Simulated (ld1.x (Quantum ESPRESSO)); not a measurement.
Ga: excitation energies, all-electron against TM semilocal

```
Element                 : Ga (Z = 31)
Generator               : ld1.x (Quantum ESPRESSO) 7.5
Type                    : norm-conserving Troullier–Martins (semilocal form)
Functional              : PBEsol
Relativity              : non-relativistic
Frozen core             : [Ar] 3d10
Valence charge          : 3
Reference configuration : 4s1.75 4p1.25
Partial waves           : 4s (bound): rc 1.46 bohr; 4p (bound): rc 2.65 bohr
Local potential         : the p channel
Core correction         : none
```

Energies are relative to the spin-unpolarised reference configuration 4s1.75 4p1.25; without spin polarisation the order of configurations can differ from experiment.

| valence configuration | charge | ΔE all-electron (eV) | error AE − PS (meV) |
| --- | --- | --- | --- |
| 4s2 4p1 | 0 | -1.538 | +0.7 |
| 4s2 4p0 | +1 | 4.178 | -1.5 |
| 4s1 4p0 | +2 | 24.946 | -1.2 |
| 4s2 4p0.5 | +0.5 | 0.509 | +0.9 |
| 4s2 4p1.3 | -0.3 | -2.079 | +0.1 |
| 4s1 4p2 | 0 | 4.720 | +7.4 |
| 4s1 4p1 | +1 | 11.251 | +2.1 |

Levels in the configuration 4s2 4p0.5:

```csv
level,all-electron (eV),pseudo (eV)
4s,-12.194,-12.207
4p,-5.652,-5.654
```

ld1.x printed “convergence not achieved” for 7 of the counted tests; their residual had stalled under 1e-8, short of the target of 1e-14.
